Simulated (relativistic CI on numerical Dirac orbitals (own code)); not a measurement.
## Se²²⁺: sensitivity of the levels to the model

Base calculation: Dirac-Coulomb-Breit CI, KLI orbitals optimised for each configuration, model QED (radiative potential, 1s self-energy scaled to tabulated hydrogen-like ionisation energies), unscaled Slater integrals.

Configurations in the expansion (outside the closed core [Ne]): 3s2, 3s.3p, 3p2, 3s.3d, 3d2, 3p.3d, 3p.4s, 3d.4s, 3s.4s, 3s.4p, 3s.4d, 3s.4f, 3s.5s, 3s.5p, 3s.5d, 4s2. Levels of other configurations are missing.

Variants: (1) valence Slater integrals scaled by 0.9; (2) Breit term removed; (3) only the first 3 configurations. Shifts of the energy above 3s2 1S_0, in cm⁻¹, for the lowest level and the first level of each name with at least 55 % of one term (blank where a level changes its place among those of its configuration and J or its character, or is not in the variant):

| Level | Base | Δ(1) | Δ(2) | Δ(3) |
| --- | --- | --- | --- | --- |
| 3s2 1S_0 | 0 | 0 | 0 | 0 |
| 3s.3p 3P°_0 | 356525 | +837 | -1822 | +2013 |
| 3s.3p 3P°_1 | 375106 | +319 | -1385 | +2688 |
| 3s.3p 3P°_2 | 433072 | +877 | +6 | +2163 |
| 3s.3p 1P°_1 | 573300 | -12681 | -277 | +22658 |
| 3p2 3P_0 | 856419 | -2512 | -3289 | +4805 |
| 3p2 1D_2 | 900207 | +1759 | -1178 |  |
| 3p2 3P_1 | 906687 | -936 | -1908 | +2887 |
| 3p2 3P_2 | 974953 | +356 | +29 |  |
| 3s.3d 3D_1 | 1072736 | -2539 | +1026 |  |
| 3s.3d 3D_2 | 1077905 | -2579 | +1539 |  |
| 3s.3d 3D_3 | 1086207 | -2529 | +2243 |  |
| 3p2 1S_0 | 1086242 | -12057 | -574 | +22362 |
| 3s.3d 1D_2 | 1209716 | -17268 | +1200 |  |

At this charge energies of transitions that change n are usually good to better than 1 %, and those within a shell (Δn = 0) to a few per cent.

Ionisation energy from the two ground configurations alone: base 984.73 eV; Breit term removed 985.093 eV. The NIST ASD value (semi-empirical) is 989.6 eV.

LS names give the leading component of a level, which can be under half, so a name can repeat, a term be missing and a line seem to break the LS rules.
